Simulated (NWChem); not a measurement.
Ionisation of AlN

SMILES: [N]=[Al]
```xyz
2

Al     0.0000     0.0000     0.6284
N      0.0000     0.0000    -1.1670
```
Charge 0, spin multiplicity 3.

Everything below was run with NWChem. Structure: optimised with UPBE0/def2-SVP, a minimum by its harmonic frequencies.

Basis set: def2-TZVPD. The species with one electron less has spin multiplicity 4 and keeps the geometry of the parent. Δ marks differences of total energies (open shells unrestricted). −ε marks an orbital energy of the parent. That orbital need not have the symmetry of the hole or added electron in the Δ rows.

B3LYP has NWChem's definition, with VWN1-RPA local correlation. This spin state was chosen for the runs; another may lie lower. The structure started from a generated list of species. The unpaired electrons of the parent sit in orbitals of symmetry a1 and b2 (C2v labels of the run); other states weren't searched. The stability of the SCF solutions was not checked.

Question: For the first vertical ionisation energy, −ε(beta HOMO) of LDA (SVWN5) gives 5.35 eV and −ε(beta HOMO) of B3LYP gives 6.32 eV. What do ΔB3LYP, ΔLDA (SVWN5), −ε(beta HOMO) of BLYP give?

Answer: ΔB3LYP: 8.69 eV; ΔLDA (SVWN5): 8.93 eV; −ε(beta HOMO) of BLYP: 5.22 eV.
